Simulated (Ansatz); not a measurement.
CH12BGaGeSi2 (`[SiH3][SiH2]B[CH]([GaH2])[GeH3]`). The species carries charge 0 and has multiplicity 1. All single points use the PBE0-D4/def2-TZVP geometry. It is one conformer, not always the lowest.

```xyz
18

Si    1.220   -1.215   -1.265
Si   -1.079   -0.800   -1.497
B    -1.423    0.881   -0.413
C    -0.760    1.080    0.922
Ga    1.011    1.574   -0.002
Ge   -0.405   -0.394    2.145
H     1.621   -2.526   -0.693
H     1.756   -0.244   -0.198
H     2.056   -0.915   -2.455
H    -1.355   -0.674   -2.955
H    -1.791   -2.015   -1.005
H    -2.047    1.769   -0.927
H    -1.022    1.988    1.475
H     1.039    1.908   -1.537
H     2.125    2.023    0.997
H    -1.639   -0.653    3.027
H    -0.115   -1.669    1.324
H     0.808   -0.119    3.055
```

Task: What is the dipole moment at B3LYP/def2-TZVPP? (An estimate is asked.)

Result: The calculation gave: 0.41 D, with components (0.22, -0.26, 0.22) D in this frame, pointing from negative to positive charge.

Task: And with PBE, r2SCAN, ωB97M-V? (An estimate is asked.)

Result: Ansatz gave: PBE 0.51 D, r2SCAN 0.47 D, ωB97M-V 0.41 D.

Task: Give the Mulliken charges with B3LYP, r2SCAN, ωB97M-V in def2-TZVPP. (An estimate is asked.)

Result: Computed: 
| atom | B3LYP | r2SCAN | ωB97M-V |
| --- | --- | --- | --- |
| Si1 | 0.17 | 0.18 | 0.07 |
| Si2 | 0.07 | 0.12 | 0.00 |
| B3 | -0.03 | -0.03 | -0.10 |
| C4 | -0.21 | -0.24 | -0.41 |
| Ga5 | 0.14 | 0.16 | 0.10 |
| Ge6 | 0.07 | 0.08 | 0.02 |
| H7 | -0.03 | -0.04 | 0.01 |
| H8 | -0.09 | -0.09 | -0.06 |
| H9 | -0.04 | -0.04 | 0.01 |
| H10 | -0.07 | -0.07 | -0.02 |
| H11 | -0.05 | -0.06 | 0.00 |
| H12 | 0.03 | 0.01 | 0.11 |
| H13 | 0.12 | 0.11 | 0.16 |
| H14 | -0.03 | -0.03 | 0.02 |
| H15 | -0.02 | -0.03 | 0.02 |
| H16 | -0.01 | -0.01 | 0.02 |
| H17 | -0.01 | -0.01 | 0.03 |
| H18 | -0.01 | -0.01 | 0.03 |

B3LYP here is the variant with VWN-RPA as its local correlation; programs differ in this.
